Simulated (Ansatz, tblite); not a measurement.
Adding an electron: the cluster SnPt₂⁺ (the lowest doublet isomer of a short search). The state is a doublet with charge 1. Geometry: r2SCAN-D4/def2-TZVP. Ansatz, gas phase; energy differences of separate SCF runs; the reduced species is a singlet (the triplet lies 0.45 eV higher at PBE0-D4/def2-TZVP).

```xyz
3

Pt   -0.4756    0.1319    1.3271
Pt    1.1751   -0.7763   -0.1460
Sn   -0.6995    0.6444   -1.1810
```

In the def2 sets Pt, Sn take a core potential; there is no spin–orbit coupling. The xTB rows come from tblite. The structure comes from a short search, and lower isomers may exist.

```tsv
level	−HOMO (eV)	−LUMO (eV)	vertical EA (eV)	HOMO–LUMO gap (eV)
GFN1-xTB	–	–	13.24	–
GFN2-xTB	–	–	11.29	–
PBE-D4/def2-TZVP	10.84	10.44	7.45	0.40
r2SCAN-D4/def2-TZVP	11.06	10.14	7.38	0.92
PBE0-D4/def2-TZVP	11.95	9.13	7.36	2.82
```

  HOMO and LUMO are the levels of the spin that leaves or enters (xTB has no such levels and no spin-polarisation term). Other spin states of the ions may lie lower, which would lower the ionisation energy or raise the affinity. Raw xTB energy differences between charge states are shifted by several eV; the methods need an empirical correction for them.
